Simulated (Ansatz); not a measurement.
`C[O][Mo](=[NH])(=[NH])[F]`. The species carries charge 0 and has multiplicity 1. Mo takes the def2 core potential.

```tsv
atom	x (Å)	y (Å)	z (Å)
C1	0.237	1.595	1.147
O2	-0.275	1.078	-0.053
Mo3	-0.582	-0.633	-0.715
N4	0.343	-0.841	-2.149
N5	-0.050	-1.756	0.481
F6	-2.385	-0.944	-1.087
H7	1.254	1.965	0.985
H8	-0.392	2.431	1.466
H9	0.251	0.836	1.935
H10	1.044	-1.213	-2.773
H11	0.554	-2.518	0.762
```

**Question.** List the harmonic frequencies (cm⁻¹, unscaled) at PBE0-D4/def2-TZVP in Ansatz. (Best estimate.)

**Answer.** The calculation gave: 46, 95, 134, 201, 248, 259, 292, 304, 340, 512, 605, 621, 695, 731, 1004, 1040, 1147, 1172, 1184, 1469, 1483, 1490, 3024, 3100, 3109, 3607, 3638.

**Question.** Is this a minimum?

**Answer.** Yes, all 27 modes are real.

**Question.** Give the ideal-gas thermochemistry at 298.15 K and 1 bar (rigid rotor, harmonic oscillator; point group C1, symmetry number 1).

**Answer.** Zero-point energy 188.7 kJ/mol; H(298) − E = 214.1 kJ/mol; entropy 387.4 J/(mol·K), of which translation 173.3, rotation 116.1, vibration 98.0; G(298) − E = 98.5 kJ/mol. Modes under 100 cm⁻¹ are hindered rotations or soft bends, so the harmonic entropy is rough.

**Question.** And at 400, 500, 600, 800 and 1000 K?

**Answer.** 
```json
{"T (K)": "400", "H − E (kJ/mol)": "228.1", "S (J/mol/K)": "427.9", "G − E (kJ/mol)": "57.0"}
{"T (K)": "500", "H − E (kJ/mol)": "243.7", "S (J/mol/K)": "462.6", "G − E (kJ/mol)": "12.4"}
{"T (K)": "600", "H − E (kJ/mol)": "260.6", "S (J/mol/K)": "493.4", "G − E (kJ/mol)": "-35.4"}
{"T (K)": "800", "H − E (kJ/mol)": "297.5", "S (J/mol/K)": "546.3", "G − E (kJ/mol)": "-139.5"}
{"T (K)": "1000", "H − E (kJ/mol)": "337.4", "S (J/mol/K)": "590.8", "G − E (kJ/mol)": "-253.4"}
```

**Question.** Rotational constants (cm⁻¹)?

**Answer.** 0.1169, 0.06138, 0.05824.
